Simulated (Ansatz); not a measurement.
`O[Si](O)(O)O` and `[OH][Sn]([OH])([OH])[OH]` differ in one element.

Ansatz, PBE0-D4/def2-TZVP geometries, multiplicity 1. Each molecule was computed in one conformer, which needn't be the lowest.

Elements past krypton have def2 core potentials.

```tsv
property	`O[Si](O)(O)O`
HOMO energy (PBE/def2-TZVPP) / eV	-7.34
HOMO–LUMO gap (PBE/def2-TZVPP) / eV	6.91
HOMO energy (ωB97M-V/def2-TZVPP) / eV	-11.59
zero-point energy (PBE0-D4/def2-TZVP) / kJ/mol	152.9
ideal-gas entropy at 298 K and 1 bar (rigid rotor, harmonic PBE0-D4/def2-TZVP) / J/(mol·K)	329
size of the dipole moment (B3LYP/def2-TZVPP) / D	0.00
```

Q: What does the change do to each property? (An estimate is asked.)

A: Ansatz gave: 
```csv
property,`[OH][Sn]([OH])([OH])[OH]`,shift
HOMO energy (PBE/def2-TZVPP) / eV,-7.37,-0.03
HOMO–LUMO gap (PBE/def2-TZVPP) / eV,4.77,-2.14
HOMO energy (ωB97M-V/def2-TZVPP) / eV,-11.56,0.03
zero-point energy (PBE0-D4/def2-TZVP) / kJ/mol,139.2,-13.7
"ideal-gas entropy at 298 K and 1 bar (rigid rotor, harmonic PBE0-D4/def2-TZVP) / J/(mol·K)",378,49
size of the dipole moment (B3LYP/def2-TZVPP) / D,0.00,0.00
```

B3LYP here is the variant with VWN-RPA as its local correlation; programs differ in this.
